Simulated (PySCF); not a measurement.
## Working out the ionisation energy of W

W [Xe] 4f14 5d4 6s2 (5D) → W⁺ [Xe] 4f14 5d4 6s1 (6D). All numbers are calculated (PySCF 2.14, scalar relativity by spin-free X2C-1e, in x2c-TZVPPall with one added diffuse shell each of s, p, d, f type (12s8p8d4f1g, 113 functions)). Frozen: [Xe] 4f14. Energies in hartree (1 hartree = 27.21139 eV):

```tsv
part	W (lower)	W⁺ (upper)
UHF	-16138.216141	-16137.998665
CCSD correlation	-0.105784	-0.068339
(T)	-0.005901	-0.001330
```

What does Hartree-Fock give?

(-16137.998665) − (-16138.216141) = 0.217476 hartree = 5.918 eV.

What do CCSD and CCSD(T) give?

The CCSD correlation energies differ by 0.037445 hartree = 1.019 eV and the triples by 0.004571 hartree = 0.124 eV, so CCSD gives 6.937 eV and CCSD(T) 7.061 eV.

Measured between the centres of the two terms (NIST): 7.825 eV, so CCSD(T) (valence) is off by -0.764 eV.

What remains against the reference includes basis incompleteness, the frozen core and higher excitations.
